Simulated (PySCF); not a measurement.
## P (phosphorus, neutral) across methods

[Ne] 3s2 3p3, high-spin 4S determinant. Calculation: PySCF 2.14, in an even-tempered Gaussian basis (22 s from 0.01 bohr⁻², ratio 2.5; 15 p from 0.013 bohr⁻², ratio 2.5; 6 d from 0.46 bohr⁻², ratio 2.7; 5 f from 0.69 bohr⁻², ratio 2.7); the spin-free X2C one-electron Hamiltonian (Gaussian nucleus).

| method | E (hartree) | mean ε 3s α (eV) | mean ε 3s β (eV) | mean ε 3p α (eV) | Σ⟨r²⟩ (bohr²) | ⟨S²⟩ |
| --- | --- | --- | --- | --- | --- | --- |
| LDA | -340.8181 | -14.774 | -12.322 | -6.285 | 30.38 | 3.751 |
| r2SCAN0 | -342.0688 | -17.537 | -13.144 | -7.792 | 29.93 | 3.750 |
| UHF | -341.53627 | -22.832 | -15.220 | -10.656 | 30.21 | 3.751 |
| PBE | -341.9417 | -14.800 | -12.080 | -6.283 | 30.30 | 3.750 |
| r2SCANh | -342.0706 | -16.410 | -12.479 | -7.125 | 29.96 | 3.750 |
| r2SCAN | -342.0719 | -15.660 | -12.036 | -6.680 | 29.99 | 3.750 |

(1) Estimate the same row for PBE0.

## Answers

(1) E (hartree) = -341.9696; mean ε 3s α (eV) = -16.974; mean ε 3s β (eV) = -13.215; mean ε 3p α (eV) = -7.521; Σ⟨r²⟩ (bohr²) = 30.06; ⟨S²⟩ = 3.750.
